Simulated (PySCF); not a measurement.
**The third ionisation energy along the noble gases**

Calculated with PySCF 2.14 from differences of total energies of unrestricted determinants, without spin-orbit coupling. Values in eV. The last column holds reference values (NIST; (s) semi-empirical, (t) theoretical, else measured). Unmarked ones compare directly (S terms, centres of terms, or small fine structure); those marked * lie between the lowest fine-structure levels and include a spin-orbit shift.

```
                        element                         configurations     UHF  MP2 (valence)  SCS-MP2 (valence)             reference
Ne (x2c-TZVPall, spin-free X2C)            [He] 2s2 2p4 → [He] 2s2 2p3  61.847         63.001             63.091              63.423 *
Ar (x2c-TZVPall, spin-free X2C)            [Ne] 3s2 3p4 → [Ne] 3s2 3p3  39.360         40.142             40.224  40.735 ± 0.012 (s) *
Kr (x2c-TZVPall, spin-free X2C)  [Ar] 3d10 4s2 4p4 → [Ar] 3d10 4s2 4p3  34.347         35.050             35.122       35.838 ± 0.02 *
Xe (x2c-TZVPall, spin-free X2C)  [Kr] 4d10 5s2 5p4 → [Kr] 4d10 5s2 5p3  29.301         29.869             29.922    31.05 ± 0.04 (s) *
```

"Valence" correlates the outer s and p shells and, in groups 3 to 12 and the f block, the outer d or f shell, open or full, or the next shell where the ion has no valence electron left; the wider scheme adds the next inner shell.
